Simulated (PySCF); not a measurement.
A calculated (PBE, PySCF 2.14, x2c-QZVPPall, scalar relativity by spin-free X2C-1e) atom or ion has these occupied shells.

```json
{"shell": "1s", "electrons": "2", "orbital energy (eV)": "-35728.2", "rms radius, mean of both spins (bohr)": "0.0298"}
{"shell": "2s", "electrons": "2", "orbital energy (eV)": "-5609.2", "rms radius, mean of both spins (bohr)": "0.121"}
{"shell": "2p", "electrons": "6", "orbital energy (eV)": "-5037.1", "rms radius, mean of both spins (bohr)": "0.108"}
{"shell": "3s", "electrons": "2", "orbital energy (eV)": "-1170.7", "rms radius, mean of both spins (bohr)": "0.320"}
{"shell": "3p", "electrons": "6", "orbital energy (eV)": "-986.01", "rms radius, mean of both spins (bohr)": "0.319"}
{"shell": "3d", "electrons": "10", "orbital energy (eV)": "-712.64", "rms radius, mean of both spins (bohr)": "0.297"}
{"shell": "4s", "electrons": "2", "orbital energy (eV)": "-225.19", "rms radius, mean of both spins (bohr)": "0.738"}
{"shell": "4p", "electrons": "6", "orbital energy (eV)": "-166.02", "rms radius, mean of both spins (bohr)": "0.789"}
{"shell": "4d", "electrons": "10", "orbital energy (eV)": "-79.424", "rms radius, mean of both spins (bohr)": "0.903"}
{"shell": "5s", "electrons": "2", "orbital energy (eV)": "-31.893", "rms radius, mean of both spins (bohr)": "1.85"}
{"shell": "5p", "electrons": "6", "orbital energy (eV)": "-18.673", "rms radius, mean of both spins (bohr)": "2.21"}
```

Question: Name the element and its charge.

Answer: Cs⁺ (caesium, charge +1), in [Xe], closed-shell 1S.
